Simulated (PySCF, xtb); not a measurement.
C₂H₆MgS, SMILES [Mg]([SH])[CH2]C.

GFN2-xTB (xtb 6.7.1) at its own geometry gives an orbital gap of 2.23 eV and a dipole moment of 4.40 D.

Geometry optimised at PBE0-D3(BJ)/def2-SVP. The structure was generated by enumeration; whether it is a known compound was not checked. Other conformers were not sampled.

Problem. What does PySCF with ωB97X/def2-TZVP give? (An estimate is asked for; the answer gives what the named calculation found.)

Solution. gap 9.66 eV (levels -9.02 and 0.64 eV), dipole 1.98 D.
